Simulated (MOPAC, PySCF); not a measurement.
H₅BN₂, SMILES `NBN`, neutral singlet in the gas phase. 

Cartesian coordinates (Å):
```xyz
8

N     -1.1982     0.2697    -0.2562
B     -0.0422    -0.0786     0.4758
N      1.2315    -0.2076    -0.1196
H     -1.2116     0.4520    -1.2454
H     -2.0977     0.3580     0.1796
H     -0.1464    -0.2728     1.6508
H      1.4194    -0.0648    -1.0975
H      2.0452    -0.4559     0.4125
```
Charge 0, multiplicity 1.

All levels are single points at this geometry (B3LYP-D3(BJ)/def2-TZVP); Pople sets use spherical d functions. Orbital energies aren't observables, and empty levels follow the basis.

PBE-D3(BJ)/def2-TZVP in PySCF gives HOMO (eV) = -5.47.

Q: Estimate the HOMO (eV) from each of these levels: M06-2X/def2-TZVP in PySCF; B3LYP/3-21G in PySCF; BP86/6-31G* in PySCF; M06-2X/6-31G* in PySCF; PBE/6-31G* in PySCF; SVWN5/6-31G* in PySCF; HF/3-21G in PySCF; HF/6-31G* in PySCF; HF/STO-3G in PySCF; PM3 in MOPAC; PM6 in MOPAC; PM7 in MOPAC.

A: 
| level | HOMO (eV) |
|---|---|
| M06-2X/def2-TZVP in PySCF | -8.29 |
| B3LYP/3-21G in PySCF | -5.81 |
| BP86/6-31G* in PySCF | -5.03 |
| M06-2X/6-31G* in PySCF | -7.81 |
| PBE/6-31G* in PySCF | -4.91 |
| SVWN5/6-31G* in PySCF | -5.03 |
| HF/3-21G in PySCF | -9.88 |
| HF/6-31G* in PySCF | -10.02 |
| HF/STO-3G in PySCF | -8.10 |
| PM3 in MOPAC | -8.33 |
| PM6 in MOPAC | -8.98 |
| PM7 in MOPAC | -8.99 |
